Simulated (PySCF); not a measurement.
A structure optimised at B3LYP-D3(BJ)/def2-SVP, used in a PySCF frequency run:

```xyz
10

N     -0.3326    -2.8634     0.0000
C      0.1976    -1.8321     0.0000
C      0.8017    -0.5104     0.0000
Si    -0.5041     0.8685     0.0000
O      0.4071     2.2641     0.0000
H      1.4444    -0.3881    -0.8878
H      1.4444    -0.3881     0.8878
H     -1.3545     0.7442     1.2168
H     -1.3545     0.7442    -1.2168
H     -0.0470     3.1144     0.0000
```
Charge 0, spin multiplicity 1.

Q: Write its SMILES, formula and point group.

A: N#CC[SiH2]O, C2H5NOSi, Cs

Q: What are its rotational constants (standard atomic weights)?

A: 15.811, 1.8236, 1.6849 GHz
